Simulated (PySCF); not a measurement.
Record of a relaxation.

Compound: C₇H₉Cl₃O.
Atom-mapped SMILES: `[CH2:1]=[CH:2][CH2:3]/[C:4](=[CH:5]/[C:6]([Cl:7])([Cl:8])[Cl:9])[O:10][CH3:11]` (hydrogens: H12, H13 on C1; H14 on C2; H15, H16 on C3; H17 on C5; H18, H19, H20 on C11)

Method: PySCF, PBE0-D3(BJ)/def2-SVP geometry optimisation, gas phase; density fitting, grid level 1; the optimiser is geomeTRIC in internal coordinates, started from a GFN2-xTB structure with every atom displaced at random (about 0.01 Å). 6 of its 16 geometries are shown. The frame can shift and turn from step to step; on so coarse a grid that alone can change the energy by a few meV, and forces under 0.02 eV/Å are noise.

Step 0: E = -46977.1590 eV, largest atomic force 4.055 eV/Å
```
atom  x, y, z in Å  |  force x, y, z in eV/Å
C1     -2.786    0.543   -0.954   -3.328   2.193  -0.746
C2     -1.592    0.104   -1.159    1.876  -1.233   0.284
C3     -0.914   -0.886   -0.273    1.576   1.290   0.578
C4      0.519   -0.405    0.096   -2.876   0.217   0.784
C5      1.565   -0.919   -0.529    1.474   0.730   0.534
C6      2.941   -0.462   -0.221    0.289   0.181   0.260
Cl7     3.377   -0.751    1.499   -0.040  -0.033   0.176
Cl8     3.172    1.290   -0.535   -0.056   0.145  -0.074
Cl9     4.115   -1.337   -1.197    0.252  -0.341  -0.436
O10     0.665    0.555    1.030   -0.051  -0.308  -0.484
C11    -0.441    1.098    1.724    0.190   0.147  -0.598
H12    -3.398    0.261   -0.107   -0.155  -0.290   0.462
H13    -3.296    1.275   -1.647    0.621  -0.706   0.577
H14    -1.022    0.431   -2.004    0.488   0.273  -0.786
H15    -1.494   -1.076    0.632   -0.194  -0.101   0.204
H16    -0.794   -1.813   -0.798    0.098  -0.947  -0.462
H17     1.464   -1.667   -1.268   -0.205  -0.917  -0.856
H18    -0.025    1.900    2.339    0.000   0.061   0.137
H19    -0.907    0.348    2.365   -0.198  -0.212   0.275
H20    -1.200    1.527    1.037    0.240  -0.150   0.172
```

Step 3: E = -46977.4279 eV, largest atomic force 0.100 eV/Å
```
atom  x, y, z in Å  |  force x, y, z in eV/Å
C1     -2.851    0.487   -0.983    0.002   0.028  -0.041
C2     -1.607    0.059   -1.196    0.005   0.019   0.057
C3     -0.856   -0.884   -0.297   -0.021  -0.030  -0.036
C4      0.505   -0.369    0.080    0.026   0.008   0.060
C5      1.619   -0.871   -0.494    0.014   0.042   0.032
C6      3.002   -0.387   -0.232    0.028  -0.034   0.008
Cl7     3.458   -0.554    1.496   -0.013   0.004   0.026
Cl8     3.217    1.335   -0.689   -0.035   0.008  -0.002
Cl9     4.151   -1.358   -1.199   -0.029   0.002   0.007
O10     0.620    0.643    0.945    0.055   0.023  -0.081
C11    -0.460    1.050    1.748   -0.016  -0.007  -0.009
H12    -3.422    0.168   -0.104   -0.015   0.016   0.005
H13    -3.345    1.170   -1.681   -0.011  -0.043   0.015
H14    -1.061    0.396   -2.084    0.017   0.007  -0.007
H15    -1.454   -1.110    0.600   -0.008  -0.009   0.014
H16    -0.704   -1.840   -0.820   -0.003  -0.022  -0.025
H17     1.524   -1.685   -1.209   -0.002  -0.013  -0.052
H18    -0.092    1.892    2.346    0.003   0.006   0.005
H19    -0.781    0.248    2.434   -0.002  -0.011   0.011
H20    -1.318    1.384    1.145    0.005   0.005   0.014
```

Step 6: E = -46977.4311 eV, largest atomic force 0.061 eV/Å
```
atom  x, y, z in Å  |  force x, y, z in eV/Å
C1     -2.860    0.483   -0.991   -0.018   0.016   0.010
C2     -1.611    0.068   -1.199    0.004  -0.009   0.007
C3     -0.857   -0.881   -0.309   -0.007   0.012   0.001
C4      0.504   -0.365    0.068   -0.005  -0.033   0.017
C5      1.619   -0.871   -0.497    0.024   0.014   0.034
C6      2.998   -0.386   -0.218    0.004  -0.011   0.010
Cl7     3.424   -0.535    1.519    0.002   0.003   0.006
Cl8     3.215    1.332   -0.691   -0.007   0.000  -0.004
Cl9     4.160   -1.367   -1.157    0.003  -0.005  -0.003
O10     0.620    0.660    0.919    0.007   0.029  -0.053
C11    -0.446    1.045    1.752    0.002  -0.009   0.007
H12    -3.431    0.157   -0.114   -0.006   0.005  -0.003
H13    -3.362    1.160   -1.687    0.004  -0.014  -0.005
H14    -1.064    0.412   -2.086    0.004   0.009   0.004
H15    -1.453   -1.113    0.589   -0.002  -0.007   0.002
H16    -0.706   -1.833   -0.839   -0.001  -0.005  -0.014
H17     1.531   -1.686   -1.213   -0.003   0.009  -0.021
H18    -0.080    1.900    2.334   -0.001  -0.001   0.001
H19    -0.726    0.240    2.452   -0.003  -0.006   0.000
H20    -1.329    1.356    1.173   -0.002   0.001   0.004
```

Step 9: E = -46977.4351 eV, largest atomic force 0.048 eV/Å
```
atom  x, y, z in Å  |  force x, y, z in eV/Å
C1     -2.899    0.470   -0.991    0.005  -0.025   0.027
C2     -1.635    0.108   -1.209    0.004   0.008  -0.025
C3     -0.856   -0.864   -0.368   -0.005   0.010  -0.009
C4      0.499   -0.340    0.017    0.019  -0.008  -0.018
C5      1.631   -0.868   -0.488   -0.017  -0.031   0.008
C6      3.002   -0.384   -0.165   -0.016   0.042   0.017
Cl7     3.329   -0.416    1.601   -0.005  -0.001  -0.016
Cl8     3.269    1.295   -0.744    0.002  -0.016   0.004
Cl9     4.197   -1.442   -0.965    0.015  -0.016  -0.008
O10     0.588    0.734    0.810   -0.005   0.025   0.005
C11    -0.420    1.017    1.750   -0.001  -0.006   0.013
H12    -3.465    0.078   -0.138   -0.014   0.006  -0.004
H13    -3.420    1.161   -1.658    0.011   0.005   0.005
H14    -1.095    0.521   -2.070    0.000  -0.002  -0.001
H15    -1.438   -1.143    0.526    0.005  -0.009  -0.003
H16    -0.696   -1.793   -0.939   -0.001   0.007   0.006
H17     1.567   -1.693   -1.197    0.002   0.010   0.004
H18    -0.095    1.920    2.283    0.002  -0.004   0.002
H19    -0.528    0.198    2.482   -0.001   0.003  -0.004
H20    -1.390    1.217    1.270    0.001   0.001  -0.003
```

Step 12: E = -46977.4345 eV, largest atomic force under 0.02 eV/Å
```
atom  x, y, z in Å  |  force x, y, z in eV/Å
C1     -2.917    0.462   -0.976    0.005   0.002  -0.001
C2     -1.648    0.126   -1.213   -0.002   0.001   0.003
C3     -0.853   -0.858   -0.402   -0.002   0.006  -0.002
C4      0.498   -0.328   -0.010   -0.004   0.002   0.001
C5      1.637   -0.868   -0.485   -0.003  -0.003   0.004
C6      3.003   -0.384   -0.139    0.001   0.013   0.003
Cl7     3.280   -0.361    1.634    0.001  -0.001  -0.002
Cl8     3.302    1.271   -0.766    0.001  -0.007   0.002
Cl9     4.210   -1.480   -0.869    0.003  -0.005   0.000
O10     0.574    0.763    0.764    0.001   0.000  -0.004
C11    -0.410    1.008    1.741   -0.005   0.002   0.001
H12    -3.474    0.037   -0.134   -0.004   0.001   0.000
H13    -3.449    1.168   -1.618   -0.002   0.000   0.002
H14    -1.120    0.574   -2.063   -0.001  -0.004  -0.004
H15    -1.426   -1.163    0.490    0.001  -0.005   0.001
H16    -0.687   -1.773   -0.992    0.003   0.002  -0.003
H17     1.585   -1.697   -1.189    0.001  -0.001  -0.002
H18    -0.098    1.920    2.265    0.002  -0.001   0.001
H19    -0.462    0.184    2.472   -0.001   0.000   0.001
H20    -1.403    1.175    1.295    0.002  -0.001   0.000
```

Step 15: E = -46977.4345 eV, largest atomic force under 0.02 eV/Å
```
atom  x, y, z in Å  |  force x, y, z in eV/Å
C1     -2.918    0.463   -0.975    0.001   0.002   0.001
C2     -1.650    0.127   -1.214    0.000   0.002   0.002
C3     -0.852   -0.856   -0.405   -0.001   0.000   0.003
C4      0.498   -0.326   -0.011    0.001   0.002   0.002
C5      1.638   -0.867   -0.485    0.001  -0.003   0.002
C6      3.004   -0.386   -0.136   -0.001  -0.001   0.000
Cl7     3.277   -0.361    1.638    0.000   0.000   0.001
Cl8     3.308    1.267   -0.765    0.000  -0.001   0.000
Cl9     4.210   -1.486   -0.861    0.000  -0.001   0.001
O10     0.574    0.764    0.763   -0.002   0.002  -0.004
C11    -0.410    1.009    1.740    0.002  -0.001   0.001
H12    -3.473    0.037   -0.132    0.000   0.001   0.000
H13    -3.451    1.169   -1.616    0.000   0.000   0.000
H14    -1.123    0.575   -2.065   -0.001  -0.003  -0.003
H15    -1.424   -1.164    0.487    0.000  -0.003  -0.002
H16    -0.685   -1.770   -0.996    0.002   0.002  -0.002
H17     1.587   -1.697   -1.188    0.000   0.002  -0.001
H18    -0.098    1.919    2.265    0.000   0.000   0.000
H19    -0.463    0.183    2.469   -0.001   0.000  -0.001
H20    -1.403    1.177    1.294    0.000   0.001   0.000
```

Q: Summarise the path.

A: The energy falls by 26.58 kJ/mol from step 0 to step 15; nine tenths of that is first reached at step 1. It rises by more than 0.2 meV at steps 10 and 11. The largest force goes from 4.055 to under 0.02 eV/Å. Among the bonds C3–C4 changes most, from 1.557 to 1.503 Å; the atoms move by 0.244 Å rms after alignment.

Q: Follow the three bonds and two angles with the largest change from start to end.

A: 
```json
{"step": "0", "E above end (kJ/mol)": "26.58", "largest force (eV/Å)": "4.055", "C3–C4 (Å)": "1.557", "C1=C2 (Å)": "1.289", "C1–H13 (Å)": "1.129", "H12–C1–H13 (°)": "113.2", "C4–C5–C6 (°)": "121.0"}
{"step": "1", "E above end (kJ/mol)": "1.95", "largest force (eV/Å)": "0.501", "C3–C4 (Å)": "1.506", "C1=C2 (Å)": "1.338", "C1–H13 (Å)": "1.090", "H12–C1–H13 (°)": "118.1", "C4–C5–C6 (°)": "125.2"}
{"step": "2", "E above end (kJ/mol)": "1.84", "largest force (eV/Å)": "0.261", "C3–C4 (Å)": "1.503", "C1=C2 (Å)": "1.334", "C1–H13 (Å)": "1.093", "H12–C1–H13 (°)": "117.5", "C4–C5–C6 (°)": "122.2"}
{"step": "3", "E above end (kJ/mol)": "0.64", "largest force (eV/Å)": "0.100", "C3–C4 (Å)": "1.503", "C1=C2 (Å)": "1.333", "C1–H13 (Å)": "1.094", "H12–C1–H13 (°)": "117.3", "C4–C5–C6 (°)": "124.8"}
{"step": "4", "E above end (kJ/mol)": "0.58", "largest force (eV/Å)": "0.095", "C3–C4 (Å)": "1.505", "C1=C2 (Å)": "1.333", "C1–H13 (Å)": "1.093", "H12–C1–H13 (°)": "117.1", "C4–C5–C6 (°)": "124.0"}
{"step": "5", "E above end (kJ/mol)": "0.43", "largest force (eV/Å)": "0.056", "C3–C4 (Å)": "1.505", "C1=C2 (Å)": "1.333", "C1–H13 (Å)": "1.092", "H12–C1–H13 (°)": "117.0", "C4–C5–C6 (°)": "124.5"}
{"step": "6", "E above end (kJ/mol)": "0.32", "largest force (eV/Å)": "0.061", "C3–C4 (Å)": "1.504", "C1=C2 (Å)": "1.333", "C1–H13 (Å)": "1.093", "H12–C1–H13 (°)": "117.0", "C4–C5–C6 (°)": "124.4"}
{"step": "7", "E above end (kJ/mol)": "0.15", "largest force (eV/Å)": "0.057", "C3–C4 (Å)": "1.504", "C1=C2 (Å)": "1.333", "C1–H13 (Å)": "1.093", "H12–C1–H13 (°)": "116.8", "C4–C5–C6 (°)": "124.3"}
{"step": "8", "E above end (kJ/mol)": "-0.02", "largest force (eV/Å)": "0.053", "C3–C4 (Å)": "1.504", "C1=C2 (Å)": "1.333", "C1–H13 (Å)": "1.093", "H12–C1–H13 (°)": "116.8", "C4–C5–C6 (°)": "124.3"}
{"step": "9", "E above end (kJ/mol)": "-0.06", "largest force (eV/Å)": "0.048", "C3–C4 (Å)": "1.503", "C1=C2 (Å)": "1.333", "C1–H13 (Å)": "1.093", "H12–C1–H13 (°)": "117.1", "C4–C5–C6 (°)": "124.3"}
{"step": "10", "E above end (kJ/mol)": "0.00", "largest force (eV/Å)": "0.028", "C3–C4 (Å)": "1.503", "C1=C2 (Å)": "1.333", "C1–H13 (Å)": "1.093", "H12–C1–H13 (°)": "117.0", "C4–C5–C6 (°)": "124.3"}
{"step": "11", "E above end (kJ/mol)": "0.03", "largest force (eV/Å)": "under 0.02", "C3–C4 (Å)": "1.503", "C1=C2 (Å)": "1.333", "C1–H13 (Å)": "1.093", "H12–C1–H13 (°)": "117.1", "C4–C5–C6 (°)": "124.2"}
{"step": "12", "E above end (kJ/mol)": "0.00", "largest force (eV/Å)": "under 0.02", "C3–C4 (Å)": "1.503", "C1=C2 (Å)": "1.333", "C1–H13 (Å)": "1.093", "H12–C1–H13 (°)": "117.1", "C4–C5–C6 (°)": "124.3"}
{"step": "13", "E above end (kJ/mol)": "0.01", "largest force (eV/Å)": "under 0.02", "C3–C4 (Å)": "1.503", "C1=C2 (Å)": "1.333", "C1–H13 (Å)": "1.093", "H12–C1–H13 (°)": "117.1", "C4–C5–C6 (°)": "124.3"}
{"step": "14", "E above end (kJ/mol)": "0.00", "largest force (eV/Å)": "under 0.02", "C3–C4 (Å)": "1.503", "C1=C2 (Å)": "1.333", "C1–H13 (Å)": "1.093", "H12–C1–H13 (°)": "117.1", "C4–C5–C6 (°)": "124.3"}
{"step": "15", "E above end (kJ/mol)": "0.00", "largest force (eV/Å)": "under 0.02", "C3–C4 (Å)": "1.503", "C1=C2 (Å)": "1.333", "C1–H13 (Å)": "1.093", "H12–C1–H13 (°)": "117.0", "C4–C5–C6 (°)": "124.3"}
```

What follows is the cost of the whole optimisation. Time: 6.8 min wall; peak memory 0.97 GiB. Hardware: Arm Neoverse V2, one thread (shared host).
